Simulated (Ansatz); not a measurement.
Start from `C[C](=N)[GeH3]` and change one atom or group to get `CC(=N)C[SeH]`.

Ansatz, PBE0-D4/def2-TZVP geometries, multiplicity 1. Each molecule was computed in one conformer, which needn't be the lowest.

Scalar relativity is left out up to krypton.

| property | `C[C](=N)[GeH3]` |
| --- | --- |
| size of the dipole moment (B3LYP/def2-TZVPP) / D | 1.57 |
| LUMO energy (PBE/def2-TZVPP) / eV | -1.59 |
| HOMO energy (ωB97M-V/def2-TZVPP) / eV | -9.35 |
| HOMO–LUMO gap (ωB97M-V/def2-TZVPP) / eV | 11.05 |
| HOMO energy (PBE/def2-TZVPP) / eV | -5.75 |
| HOMO–LUMO gap (PBE/def2-TZVPP) / eV | 4.16 |

What does the change do to each property? (An estimate is asked.)

Computed: 
```csv
property,`CC(=N)C[SeH]`,shift
size of the dipole moment (B3LYP/def2-TZVPP) / D,2.71,1.14
LUMO energy (PBE/def2-TZVPP) / eV,-1.57,0.02
HOMO energy (ωB97M-V/def2-TZVPP) / eV,-8.92,0.43
HOMO–LUMO gap (ωB97M-V/def2-TZVPP) / eV,10.43,-0.62
HOMO energy (PBE/def2-TZVPP) / eV,-5.53,0.22
HOMO–LUMO gap (PBE/def2-TZVPP) / eV,3.96,-0.20
```

With PBE0 the HOMO rises by 0.38 eV and the LUMO falls by 0.05 eV, so the gap narrows by about 0.43 eV. PBE moves the HOMO by 0.22 eV and ωB97M-V by 0.43 eV. Dipoles are sizes alone; their direction can turn.

B3LYP here is the variant with VWN-RPA as its local correlation; programs differ in this.

Spin–orbit coupling is left out; it splits and shifts lone-pair levels of the heavy atoms by tenths of an eV.
